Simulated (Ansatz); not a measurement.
Geometry optimisation, Ansatz 0.2.0, UKS PBE/def2-SVP.

The input (input.yaml):

```yaml
crystal:
  periodic: [false, false, false]
  atoms:
    - { symbol: Mo, position_ang: [0.036702, 0.044067, -0.315655] }
    - { symbol: F, position_ang: [0.121693, 0.179384, 2.637232] }
    - { symbol: F, position_ang: [1.926049, 0.152952, -0.283318] }
    - { symbol: F, position_ang: [0.131336, 1.812978, 0.160512] }
    - { symbol: Cl, position_ang: [-2.243311, 0.207187, 0.171459] }
    - { symbol: Cl, position_ang: [0.14402, -2.091717, 0.507757] }
    - { symbol: Cl, position_ang: [-0.205772, -0.262746, -2.5027] }
    - { symbol: H, position_ang: [-0.450718, -0.582105, 2.574714] }
magnetization:
  spin_polarized: true
  initial_magnetization: 1
basis:
  gaussian: { orbitals: def2-SVP }
hamiltonian:
  xc: pbe
relax:
  f_tol: 0.03
  max_steps: 50
```

Run as:

```bash
$ ansatz run input.yaml --threads 4 --pin off --max-ram 5120MiB --backend cpu --events-out ev --progress --plain --runs-dir out
```

Question: Where does it end, and by what steps?

Answer: The forces met the threshold. After 10 steps the energy has fallen by 0.265 eV; H8 moved furthest, 0.57 Å. Joined: Mo1–F2 (2.96 → 2.38 Å).

```csv
step,energy less start (eV),largest force component (eV/Å),accepted
0,0.0000,0.696,yes
1,-0.1003,1.091,yes
2,-0.1734,1.143,yes
3,-0.2175,0.491,yes
4,-0.2394,0.708,yes
5,-0.2445,1.040,yes
6,-0.2406,0.748,no
7,-0.2642,0.094,yes
8,-0.2644,0.076,yes
9,-0.2652,0.042,yes
10,-0.2654,0.010,yes
```

```xyz
8
Properties=species:S:1:pos:R:3
Mo -0.061 0.096 -0.128
F 0.077 0.247 2.242
F 1.831 0.050 -0.094
F 0.038 1.884 0.230
Cl -2.377 0.192 -0.016
Cl -0.062 -2.098 0.671
Cl -0.069 -0.214 -2.348
H 0.082 -0.697 2.393
```

Whether the end is a true minimum wasn't checked by a vibrational analysis.

The run took 28 s on 4 threads of Intel(R) Xeon(R) 6975P-C (Granite Rapids), on a shared host, peak memory 0.32 GiB.
